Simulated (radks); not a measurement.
Species: Ni13+. Configuration: [Ne] 3s2 3p3. All-electron calculation, scalar-relativistic Kohn-Sham, Wu-Cohen GGA, spin-polarised, spherical densities, finite nucleus; open shells are filled with parallel spins first; Fermi nuclear charge, rms radius 3.7757 fm. Program: a radial shooting solver on a logarithmic mesh with Libxc functionals.

Local quantities along the radius. ELF = 1/(1 + alpha^2) is the electron localisation function; alpha = (tau - tau_W)/tau_unif compares the Pauli kinetic energy density with that of the uniform gas (summed over spins); -r V(r) is the screened charge that the Kohn-Sham potential of spin up presents (atomic units); r v_xc is r times the local exchange-correlation potential of spin up (hartree bohr). tau is taken from the large components.

r (bohr)	ELF	alpha	-r V(r)	r v_xc
0.003129	1.000	0.01713	27.75	-0.1070
0.0035	1.000	0.01747	27.71	-0.1149
0.003914	1.000	0.01789	27.67	-0.1236
0.004378	1.000	0.01842	27.63	-0.1333
0.004897	1.000	0.01906	27.58	-0.1439
0.005477	1.000	0.01983	27.53	-0.1556
0.006127	1.000	0.02077	27.47	-0.1683
0.006853	1.000	0.02189	27.40	-0.1821
0.007665	0.999	0.02324	27.33	-0.1971
0.008573	0.999	0.02488	27.24	-0.2133
0.009589	0.999	0.02688	27.15	-0.2307
0.01081	0.999	0.02951	27.04	-0.2507
0.01209	0.999	0.03257	26.92	-0.2704
0.01353	0.999	0.03640	26.79	-0.2912
0.01513	0.998	0.04123	26.65	-0.3130
0.01692	0.998	0.04740	26.49	-0.3354
0.01893	0.997	0.05542	26.32	-0.3583
0.02117	0.996	0.06600	26.12	-0.3814
0.02368	0.994	0.08019	25.91	-0.4044
0.02649	0.990	0.09958	25.69	-0.4267
0.02963	0.984	0.1266	25.44	-0.4479
0.03314	0.974	0.1650	25.17	-0.4676
0.03706	0.954	0.2203	24.88	-0.4854
0.04146	0.917	0.3010	24.57	-0.5008
0.04637	0.851	0.4192	24.23	-0.5140
0.05186	0.742	0.5890	23.88	-0.5248
0.05801	0.597	0.8218	23.50	-0.5341
0.06489	0.448	1.109	23.09	-0.5426
0.07258	0.338	1.399	22.66	-0.5512
0.08118	0.284	1.588	22.21	-0.5610
0.0908	0.285	1.583	21.73	-0.5783
0.1016	0.341	1.389	21.25	-0.6136
0.1136	0.448	1.110	20.77	-0.6673
0.1271	0.581	0.8487	20.27	-0.7270
0.1421	0.701	0.6527	19.76	-0.7817
0.159	0.785	0.5239	19.24	-0.8253
0.1778	0.832	0.4495	18.72	-0.8534
0.1989	0.850	0.4205	18.20	-0.8638
0.2224	0.838	0.4398	17.70	-0.8560
0.2488	0.779	0.5326	17.21	-0.8327
0.2783	0.629	0.7672	16.75	-0.7984
0.3113	0.386	1.262	16.32	-0.7589
0.3482	0.199	2.006	15.91	-0.7227
0.3925	0.148	2.399	15.48	-0.6798
0.4391	0.224	1.860	15.22	-0.7627
0.4911	0.454	1.097	15.02	-0.8877
0.5493	0.720	0.6242	14.79	-0.9600
0.6144	0.855	0.4111	14.56	-0.9851
0.6872	0.899	0.3351	14.33	-0.9656
0.7686	0.901	0.3313	14.13	-0.9139
0.8597	0.873	0.3814	13.95	-0.8413
0.9616	0.801	0.4981	13.76	-0.7108
1.076	0.652	0.7300	13.54	-0.5202
1.203	0.410	1.200	13.50	-0.4900
1.346	0.168	2.225	13.49	-0.4875
1.505	0.043	4.718	13.39	-0.3853
1.684	0.007	11.59	13.26	-0.2625
1.883	0.001	33.43	13.16	-0.1604
2.106	0.000	115.2	13.09	-0.08849

On this mesh the ELF has minima near r = 0.081, 0.39 bohr, which separate the shells, and maxima near 0.20 (0.85), 0.77 (0.90).
